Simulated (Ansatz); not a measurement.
Ansatz (a quantum-chemistry and plane-wave program) input (B2GP-PLYP/def2-TZVPD):

Ansatz 0.2 input:
```yaml
crystal:
  periodic: [false, false, false]
  atoms:
    - {symbol: Si, position_ang: [-2.08950953, 0.12302198, -0.19797492]}
    - {symbol: O, position_ang: [-0.60789195, 0.84656645, -0.30202370]}
    - {symbol: Si, position_ang: [0.95786323, 0.77705946, 0.14104148]}
    - {symbol: Cl, position_ang: [1.55962124, -1.20896494, 0.27431398]}
    - {symbol: H, position_ang: [-2.10716515, -1.09120207, -1.04057597]}
    - {symbol: H, position_ang: [-2.37336405, -0.23965967, 1.20803759]}
    - {symbol: H, position_ang: [-3.09109009, 1.09431079, -0.68182493]}
    - {symbol: H, position_ang: [1.76424198, 1.41528331, -0.93571656]}
basis:
  gaussian:
    orbitals: def2-TZVPD
hamiltonian:
  xc: {name: B2GP-PLYP}
magnetization: {spin_polarized: true, initial_magnetization: 1}
correlation: {electrons: outside_noble_gas}
```

End of the output:

```
integrals: 0.32 GiB planned
1341 factors; integrals over basis functions are off by at most 1.0e-3 eV
0.33 GiB of the device are held for the grids
1.18 GiB of device memory are held for the factors and their scratch space
mean field: 1.90 GiB planned
mean field evaluation 1: about -30368.0062 eV, gradient 3.2e1 eV
mean field evaluation 2: about -30368.0943 eV, gradient 3.2e1 eV
mean field evaluation 4: about -30371.6342 eV, gradient 2.7e0 eV
mean field evaluation 8: about -30371.6999 eV, gradient 2.5e-1 eV
mean field evaluation 16: about -30371.7013 eV, gradient 1.2e-3 eV
mean field -30371.70127590 eV, -1116.1394352106 hartree, gradient 8.0e-6 eV, S^2 0.753958; 0 other end points of the search recorded, 0 dependent functions left out
16 core orbitals not correlated
reference -30371.70141706 eV, -1116.1394403982 hartree; 13, 12 occupied and 179, 180 virtual orbitals, 1341 factors
second order -19.89266185 eV of doubles, -0.00000000 eV of singles
Total energy: -30378.86277532 eV, -1116.4026154603 hartree
```

It need not be the lowest isomer of its formula.
